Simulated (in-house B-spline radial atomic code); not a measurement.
RPA and G0W0 for O+, [He] 2s2 2p3, highest spin, as one setting changes: the share of exact exchange in the PBE hybrid start. A dash marks a level of low quasi-particle weight. Computed with a B-spline radial code for spherical atoms: all electrons, non-relativistic, point nucleus, each spin shell either full or empty, empty states to l = 9 with an (l + 1/2)⁻⁴ tail; G0W0 by contour deformation at full frequency.

```json
{"share of exact exchange in the PBE hybrid start": "0", "mean-field level (eV)": "-26.369", "G0W0 level (eV)": "2p up -34.43", "RPA correlation (Eh)": "-0.34908"}
{"share of exact exchange in the PBE hybrid start": "0.1", "mean-field level (eV)": "?", "G0W0 level (eV)": "?", "RPA correlation (Eh)": "?"}
{"share of exact exchange in the PBE hybrid start": "0.2", "mean-field level (eV)": "?", "G0W0 level (eV)": "?", "RPA correlation (Eh)": "?"}
{"share of exact exchange in the PBE hybrid start": "0.3", "mean-field level (eV)": "-29.503", "G0W0 level (eV)": "2p up -34.96", "RPA correlation (Eh)": "-0.32723"}
{"share of exact exchange in the PBE hybrid start": "0.4", "mean-field level (eV)": "-30.55", "G0W0 level (eV)": "2p up -35.09", "RPA correlation (Eh)": "-0.32093"}
{"share of exact exchange in the PBE hybrid start": "0.5", "mean-field level (eV)": "-31.61", "G0W0 level (eV)": "2p up -35.20", "RPA correlation (Eh)": "-0.31502"}
{"share of exact exchange in the PBE hybrid start": "0.6", "mean-field level (eV)": "-32.67", "G0W0 level (eV)": "2p up -35.29", "RPA correlation (Eh)": "-0.30944"}
{"share of exact exchange in the PBE hybrid start": "0.7", "mean-field level (eV)": "-33.73", "G0W0 level (eV)": "2p up -35.37", "RPA correlation (Eh)": "-0.30417"}
{"share of exact exchange in the PBE hybrid start": "0.8", "mean-field level (eV)": "-34.79", "G0W0 level (eV)": "2p up -35.43", "RPA correlation (Eh)": "-0.29916"}
{"share of exact exchange in the PBE hybrid start": "0.9", "mean-field level (eV)": "-35.86", "G0W0 level (eV)": "2p up -35.49", "RPA correlation (Eh)": "-0.2944"}
{"share of exact exchange in the PBE hybrid start": "1", "mean-field level (eV)": "-36.93", "G0W0 level (eV)": "2p up -35.55", "RPA correlation (Eh)": "-0.28986"}
```

**Question.** What belongs in the row for 0.2?

**Answer.** mean-field level (eV): -28.455; G0W0 level (eV): 2p up -34.82; RPA correlation (Eh): -0.33397.

**Question.** What belongs in the row for 0.1?

**Answer.** mean-field level (eV): -27.410; G0W0 level (eV): 2p up -34.64; RPA correlation (Eh): -0.34122.

**Question.** At what share of exact exchange does G0W0 leave the highest level unchanged?

**Answer.** Near 0.86, where the shift changes sign (-0.643 eV at 0.8, +0.364 eV at 0.9).
